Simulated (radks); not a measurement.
Species: the bismuth ion Bi9+. Configuration: [Kr] 4d10 4f14 5s2 5p(1/2: 1, 3/2: 4) 5d(3/2: 4, 5/2: 3) (not the ground configuration). All-electron calculation, Dirac Kohn-Sham, relativistic LDA (MacDonald-Vosko exchange, VWN5 correlation), spin-unpolarised, spherical densities, finite nucleus; Fermi nuclear charge, rms radius 5.5211 fm. Program: a radial shooting solver on a logarithmic mesh with Libxc functionals.

Normalised radial functions P(r) = r R(r) (large component), r in bohr:

```
   r/bohr * 5p3/2, o 5d5/2 (the largest magnitude, 1.24, reaches the edge; | marks zero, & curves that meet)
 0.002753                             &
 0.003613                             &
 0.004781                             o*
 0.006275                             o*
 0.008303                             o *
   0.0109                             o  *
  0.01431                             o   *
  0.01893                             |o   *
  0.02484                             |o     *
  0.03287                             | o    *
  0.04315                             |   o  *
  0.05664                             |   * o
  0.07494                            *|       o
  0.09836                      *      |        o
   0.1291                   *         |      o
   0.1708                       *     | o
   0.2242                       o     |    *
   0.2967                 o           |             *
   0.3894                  o          |           *
   0.5111                          *  o
   0.6763        *                    |             o
   0.8877  *                          |                      o
    1.165         *                   |                      o
    1.542                    *        |             o
    2.024                          *  |     o
    2.677                             *o
    3.514                             &
```

5p3/2: eigenvalue -224.26 eV, 3 radial nodes at r = 0.0710, 0.202, 0.488 bohr, <r> = 0.936 bohr, 90 % of the charge inside 1.33 bohr. 5d5/2: eigenvalue -155.03 eV, 2 radial nodes at r = 0.182, 0.514 bohr, <r> = 1.10 bohr, 90 % of the charge inside 1.59 bohr.
